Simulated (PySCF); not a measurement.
Point-charge models of `CCC[SiH](N)N` against its computed dipole.

Coordinates (PBE0-D3(BJ)/def2-SVP, Å) and charges (e) from the PBE0/pcSseg-1 density (PySCF):

| atom | x | y | z | Mulliken | IAO | Hirshfeld | ESP-fitted |
| --- | --- | --- | --- | --- | --- | --- | --- |
| C1 | 2.805 | -0.412 | -0.217 | -0.2678 | -0.4048 | -0.1155 | -0.3672 |
| C2 | 1.385 | 0.028 | -0.542 | -0.3030 | -0.2306 | -0.0628 | +0.3426 |
| C3 | 0.316 | -0.692 | 0.280 | -0.5538 | -0.5731 | -0.1688 | -0.4377 |
| Si4 | -1.466 | -0.277 | -0.175 | +0.9615 | +1.1404 | +0.4036 | +0.7485 |
| N5 | -1.658 | 1.416 | 0.127 | -0.6420 | -0.8453 | -0.3216 | -0.9353 |
| N6 | -2.711 | -1.083 | 0.710 | -0.6474 | -0.8426 | -0.3221 | -0.9429 |
| H7 | 2.938 | -1.490 | -0.405 | +0.1098 | +0.1321 | +0.0366 | +0.0902 |
| H8 | 3.550 | 0.127 | -0.823 | +0.1134 | +0.1345 | +0.0380 | +0.0758 |
| H9 | 3.043 | -0.233 | 0.844 | +0.1088 | +0.1318 | +0.0361 | +0.0769 |
| H10 | 1.303 | 1.118 | -0.385 | +0.1134 | +0.1167 | +0.0322 | -0.0371 |
| H11 | 1.191 | -0.131 | -1.618 | +0.1249 | +0.1260 | +0.0338 | -0.0577 |
| H12 | 0.431 | -1.786 | 0.162 | +0.1320 | +0.1354 | +0.0328 | +0.0805 |
| H13 | 0.461 | -0.488 | 1.357 | +0.1321 | +0.1341 | +0.0326 | +0.1142 |
| H14 | -1.684 | -0.743 | -1.590 | -0.1518 | -0.1900 | -0.1081 | -0.1661 |
| H15 | -0.888 | 2.052 | -0.044 | +0.1905 | +0.2558 | +0.1095 | +0.3324 |
| H16 | -2.547 | 1.860 | -0.075 | +0.1938 | +0.2605 | +0.1141 | +0.3666 |
| H17 | -2.787 | -0.980 | 1.716 | +0.1911 | +0.2580 | +0.1148 | +0.3633 |
| H18 | -3.060 | -1.980 | 0.397 | +0.1945 | +0.2612 | +0.1145 | +0.3531 |

**Question.** Compute μ = Σ q r for each scheme (1 e·Å = 4.803 D) and compare with the dipole of the full density.

**Answer.** The full density gives (0.03, 0.06, 0.40) D, 0.41 D in size; dipole vectors point from the negative to the positive end.

```tsv
scheme	μx	μy	μz	size (D)	share of the full size (%)	angle to the full dipole (°)
Mulliken	0.00	-0.29	-0.53	0.61	149	159
IAO	-0.11	-0.32	-0.64	0.72	178	162
Hirshfeld	-0.30	0.10	0.19	0.37	90	61
ESP-fitted	0.06	0.05	0.38	0.39	95	4
```

**Question.** Which set comes closest?

**Answer.** Length of the difference vector: ESP-fitted 0.03 D, Hirshfeld 0.40 D, Mulliken 1.00 D, IAO 1.12 D. Closest: ESP-fitted. The schemes that divide the density aren't constrained to reproduce the dipole.

**Question.** What is left for the Hirshfeld atoms' own dipoles?

**Answer.** The Hirshfeld atoms' densities add up to the full density, so μ = Σ q r + Σ (atomic dipoles). The atomic dipoles sum to (0.03, 0.06, 0.40) − (-0.30, 0.10, 0.19) = (0.33, -0.04, 0.21) D, 0.40 D in size.

**Question.** With the origin at the mean of the coordinates, (0.035, -0.205, -0.016) Å, which are the largest single terms, by size, of the Hirshfeld dipole along the direction of the full one?

**Answer.** H14 +0.92, H17 +0.75, Si4 -0.57, N6 -0.56, N5 -0.35 D; all 18 atoms together +0.18 D. The single terms depend on the origin, their sum doesn't.

**Question.** Give the size of the full dipole in other units.

**Answer.** 0.41 D = 0.160 au = 0.085 e·Å = 1.36 × 10⁻³⁰ C·m.

One conformer (not necessarily the lowest) at the PBE0-D3(BJ)/def2-SVP geometry, without solvent, vibrations or thermal averaging.

The run behind these numbers computed NMR shieldings as well. Time: 22 s wall. Hardware: an Arm Neoverse V1 with one thread, on a shared host.

The values belong to the conformer `[CH3:1][CH2:2][CH2:3][SiH:4]([NH2:5])[NH2:6]`: C1–C2–C3–Si4 -176°, C2–C3–Si4–N5 -62°, H–N5–Si4–C3 35°, H–N5–Si4–C3 178°, H–N6–Si4–C3 60°, H–N6–Si4–C3 -88°.
